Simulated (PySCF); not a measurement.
**Which determinant of BeSe lies lowest?**

Unrestricted PBE0; basis Be aug-cc-pVDZ, Se aug-cc-pVDZ-PP with ECP10; scalar-relativistic core potentials; PySCF 2.14. Outer shells of the fragments: Be 2s2; Se 3d10 4s2 4p4.

Followed along the bond (rough minima from three points):

```
2Ms+1  unpaired  ⟨S²⟩ at the start  R at minimum (Å)  Te (eV)
    1      none               0.00              1.87     0.00
    3  σ ↑, π ↑               2.00              2.06     0.46
    1  σ ↑, π ↓               1.01              2.06     0.51
```

Solutions found at the starting distance of 2.075 Å, counted from the lowest of them; the search is not exhaustive and high or unbound solutions are not listed, so other states can lie among these:

```
2Ms+1  unpaired   term  E (eV)  ⟨S²⟩  ⟨Lz²⟩  μ (D)
    1      none    ¹Σ⁺    0.00  0.00   0.00  -5.21
    3  σ ↑, π ↑     ³Π    0.13  2.00   1.01  -0.52
    1  σ ↑, π ↓  mixed    0.17  1.01   1.01  -0.52
    3      σ ↑↑    ³Σ⁺    2.00  2.01   0.00  -0.56
    3      π ↑↑  mixed    2.84  2.02   2.01  -2.22
    3      π ↑↑  mixed    3.11  2.02   2.01  -2.27
    1      π ↑↓  mixed    3.12  1.04   2.01  -2.23
    1      π ↑↓  mixed    4.18  1.01   2.01   5.54
    3  σ ↑, π ↑     ³Π    4.94  2.01   1.00  -2.86
    1      none  mixed    5.42  0.00   2.00   5.54
```

A term symbol is given only where ⟨S²⟩ and ⟨Lz²⟩ are close to those of a pure state; real π, δ and φ orbitals otherwise mix terms. A positive dipole means Be(−)Se(+).

Problem. Compare the gap between the two lowest followed solutions at the starting distance with the gap between their minima.

Solution. At PBE0 the second solution (triplet, unpaired electrons σ ↑, π ↑) lies +0.13 eV from the first (singlet, closed shell) at 2.075 Å and +0.46 eV at the minima; the two curves relax by different amounts, since their minima lie near 2.06 and 1.87 Å.

Counting both spins, an empty level lies below a filled one in some of these solutions, because spin and occupation are held.
